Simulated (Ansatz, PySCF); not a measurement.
System: SrF, charge 1, multiplicity 1. SMILES: [F][Sr+]
Geometry: optimised at B3LYP-D3(BJ)/def2-TZVP (Ansatz, a program for electronic structure).

Wanted: vertical ionisation energy (to the doublet state of charge +2; each state is the SCF solution reached for its spin), in eV. Cores are frozen in the correlated levels unless marked. Open shells are spin-unrestricted. No spin-orbit coupling. The frozen core is the preceding noble-gas configuration, with the filled d and f shells of earlier blocks. The outer core of K, Ca and their heavier congeners is not correlated, a term that matters for these elements. In def2 rows, elements after Kr have scalar-relativistic effective core potentials. Basis-set limits of correlation are two-point, X^-3; Hartree-Fock from the larger set.

```tsv
level	program	vertical ionisation energy (eV)
PBE/def2-TZVPD	Ansatz	17.97
r2SCAN/def2-TZVPD	Ansatz	17.62
B3LYP/def2-TZVPD	Ansatz	17.77
BHLYP/def2-TZVPD	Ansatz	17.12
CAM-B3LYP/def2-TZVPD	Ansatz	17.73
wB97M-V/def2-TZVPD	Ansatz	17.52
wB97X-V/def2-TZVPD	Ansatz	17.55
CCSD/def2-TZVPPD	Ansatz	17.14
CCSD/def2-QZVPPD	Ansatz	17.25
CCSD/CBS(def2-TZVPPD,def2-QZVPPD)	Ansatz	17.31
CCSD(T)/def2-SVPD	Ansatz	17.23
CCSD(T)/def2-TZVPPD	Ansatz	17.27
CCSD(T)/def2-QZVPPD	Ansatz	17.39
CCSD(T)/CBS(def2-TZVPPD,def2-QZVPPD)	Ansatz	17.46
```

For comparison, minus the highest occupied orbital energy (PySCF): 12.77 eV at BP86/def2-TZVPD, 13.36 eV at TPSSh/def2-TZVPD, 19.05 eV at HF/def2-TZVPD.
